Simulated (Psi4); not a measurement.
Cl4Te (SMILES Cl[Te](Cl)(Cl)Cl), singlet, geometry from GFN2-xTB (all electrons, no relativity). Base run: R2SCAN/STO-3G run with Psi4.

Input for Psi4:
```
memory 2 GB

molecule {
0 1
Te   -0.00534842    0.01223355    0.48327654
Cl    1.16596908   -1.49075955   -0.82644836
Cl    1.90421897    1.50336856    0.12041395
Cl   -1.14657041    1.44638856   -0.92639152
Cl   -1.90725777   -1.49641785    0.15416827
}

set {
  basis sto-3g
  scf_type pk
}

energy('r2scan')
print_variables()
```

Variants of this job, named by their change:

| change | ΔE vs base (mEh) | SCF cycles | grid points | basis functions | outcome |
|---|---|---|---|---|---|
| base | 0.000 | 7 | 98837 | 63 | converged |
| dft_pruning_scheme = treutler | 0.002 | 7 | 60349 | 63 | converged |
| puream = true | 0.000 | 7 | 98837 | 63 | converged |
| dft_spherical_points = 590 | -0.062 | 7 | 192379 | 63 | converged |
| d_convergence = 1e-10 | 0.000 | 11 | 98837 | 63 | converged |
| basis_guess = true | 0.000 | 6 | 98837 | 63 | converged |
| dft_basis_tolerance = 1e-8 | 0.000 | 7 | 95117 | 63 | converged |
| dft_radial_points = 150 | -23.997 | 7 | 196202 | 63 | converged |
| cholesky_tolerance = 1e-6 (with scf_type cd) | -0.008 | 7 | 98837 | 63 | converged |
| puream = false | -3613.5 | 7 | 98837 | 65 | converged |
| soscf = true | - | - | - | 63 | stopped with an error |
| damping_percentage = 50 | 0.001 | 53 | 98837 | 63 | converged |

- soscf = true: ended with `Fatal Error: Vx: RKS does not support rotated V builds for MGGA's`
